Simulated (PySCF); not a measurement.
B2Cl3, SMILES Cl[B]B(Cl)Cl (connectivity only; charge and spin as stated), charge +1, multiplicity 1. Atoms are numbered in the order given.

```xyz
5

Cl     0.0000     0.0000    -2.6771
B      0.0000     0.0000    -1.0492
B      0.0000     0.0000     0.6439
Cl     0.0000    -1.5480     1.3981
Cl     0.0000     1.5480     1.3981
```
Charge +1, spin multiplicity 1.

The structure is a stationary point at PBE-D3(BJ)/def2-SVP. The multiplicity is an assumed one; other spin states were not compared. The isomer is the one that the SMILES or the coordinates give; other isomers of the formula were not compared. Other conformers were not sampled.

Calculation: r2SCAN/def2-TZVP run with PySCF.

ESP charges are fitted to the potential on shells at 1.4 to 2.0 van der Waals radii. Atomic charges (e):

```json
[
 {"atom": "Cl1", "ESP fit": "[?]", "IAO": "0.37", "Mulliken": "0.35", "Löwdin": "1.04"},
 {"atom": "B2", "ESP fit": "[?]", "IAO": "0.36", "Mulliken": "0.12", "Löwdin": "-0.36"},
 {"atom": "B3", "ESP fit": "[?]", "IAO": "0.00", "Mulliken": "0.34", "Löwdin": "-1.31"},
 {"atom": "Cl4", "ESP fit": "[?]", "IAO": "0.14", "Mulliken": "0.10", "Löwdin": "0.81"},
 {"atom": "Cl5", "ESP fit": "[?]", "IAO": "0.14", "Mulliken": "0.10", "Löwdin": "0.81"}
]
```

**Question.** Fill in the missing entries. (An estimate is asked for; the answer gives what the named calculation found.)

**Answer.** 
- Cl1, ESP fit: 0.41
- B2, ESP fit: 0.22
- B3, ESP fit: 0.07
- Cl4, ESP fit: 0.15
- Cl5, ESP fit: 0.15

Computed Mayer and Wiberg (Löwdin basis) orders of the bonds:
```tsv
bond	Mayer	Wiberg
Cl1–B2	1.86	2.73
B2–B3	0.89	1.19
B3–Cl4	1.42	2.27
B3–Cl5	1.42	2.27
```
